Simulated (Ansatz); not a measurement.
Reaction (ligand exchange at a B–C bond): `B[CH2][GaH2]` + `CC(N)O` → `BNC(C)O` + `[CH3][GaH2]`

Computed with Ansatz on PBE0-D4/def2-TZVP structures; ΔE is electronic, products minus reactants. CBS: MP2 limit from def2 TZ/QZ plus the TZ coupled-cluster correction, frozen cores. DFT in def2-TZVPP. B3LYP here is the variant with VWN-RPA as its local correlation; programs differ in this. For Ga outer-core shells are correlated without core-valence functions, which leaves a few kJ/mol of doubt a bond. Scalar relativity is left out up to krypton. Each species was taken in one conformer, which may not be the lowest.

```tsv
level	ΔE (kJ/mol)	difference from CCSD(T)/CBS
PBE-D4	-114.7	-0.1
PBE0-D4	-114.5	0.1
B3LYP-D4	-119.0	-4.4
ωB97M-V	-117.0	-2.4
B2PLYP	-118.9	-4.3
B3LYP	-119.5	-4.9
MP2/def2-TZVPP	-116.1	-1.5
SCS-MP2/def2-TZVPP	-117.0	-2.4
CCSD(T)/def2-TZVPP	-116.4	-1.8
SCS-MP2/def2-QZVPP	-116.3	-1.7
CCSD(T)/CBS	-114.6	0
```

Largest T1 diagnostic among the species: 0.012.
